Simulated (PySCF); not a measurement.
All values below come from B3LYP-D3(BJ)/def2-TZVP // BP86-D3(BJ)/def2-SVP run with PySCF. Isolated molecules, 0 K electronic values unless said otherwise. B3LYP has the VWN-RPA correlation part, as in Gaussian. 

Reference species: [Ti(F)(H)3] (neutral, multiplicity 1).

```yaml
charge on the central atom (meta-Löwdin): 1.16 e
HOMO: -8.82 eV
HOMO–LUMO gap: 5.51 eV
coordination_number: 4
```

After one change: the charge on the central atom (meta-Löwdin) rises by 0.33 e; the HOMO falls by 0.71 eV; the HOMO–LUMO gap goes up by 0.60 eV; the coordination number stays essentially unchanged.

Q: Which change was made? The new species is one of these.
A) [Ti(F)2(H)2]
B) [Ti(H)4]
C) [Ti(F)3(H)]
D) [Ti(F)4]

A: C, [Ti(F)3(H)]
